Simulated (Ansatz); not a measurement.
Geometry optimisation, UKS B3LYP-D4/def2-SVP in Ansatz 0.2.0.

Input:

```yaml
crystal:
  periodic: [false, false, false]
  atoms:
    - { symbol: Zr, position_ang: [-0.110182, 0.182275, 0.660191] }
    - { symbol: F, position_ang: [-1.144874, 1.332829, 1.862767] }
    - { symbol: F, position_ang: [1.787418, 0.454726, 0.621294] }
    - { symbol: F, position_ang: [-0.632925, 0.934796, -1.02428] }
    - { symbol: F, position_ang: [-0.716965, -1.627958, 0.487988] }
    - { symbol: "N", position_ang: [0.266672, -0.39738, 2.967634] }
    - { symbol: H, position_ang: [-0.347527, -0.982831, 3.555899] }
    - { symbol: H, position_ang: [0.900282, 0.103542, 3.610607] }
magnetization:
  spin_polarized: true
  initial_magnetization: 1
basis:
  gaussian: { orbitals: def2-SVP }
hamiltonian:
  xc: b3lyp
  dispersion: d4
relax:
  f_tol: 0.03
  max_steps: 50
output:
  orbitals: {}
```

Launched with:

```bash
$ ansatz run input.yaml --threads 4 --pin off --max-ram 5120MiB --backend cpu --events-out ev --progress --plain --runs-dir out
```

**Question.** Where does it end, and by what steps?

**Answer.** The forces met the threshold. After 6 steps the energy has fallen by 0.055 eV; F2 moved furthest, 0.30 Å.

```tsv
step	energy less start (eV)	largest force component (eV/Å)	accepted
0	0.0000	0.458	yes
1	0.0672	1.180	no
2	-0.0104	0.524	yes
3	-0.0256	0.516	yes
4	-0.0447	0.301	yes
5	-0.0534	0.153	yes
6	-0.0548	0.026	yes
```

```xyz
8
Properties=species:S:1:pos:R:3
Zr -0.180 0.270 0.680
F -1.270 1.516 1.659
F 1.719 0.560 0.767
F -0.539 0.806 -1.123
F -0.803 -1.549 0.643
N 0.287 -0.425 2.988
H -0.234 -1.130 3.528
H 1.023 -0.049 3.601
```

Whether the end is a true minimum wasn't checked by a vibrational analysis.

Time of the run: 17 s on 4 threads of Intel(R) Xeon(R) Platinum 8488C (Sapphire Rapids), with other jobs on the host, peak memory 0.4 GiB.
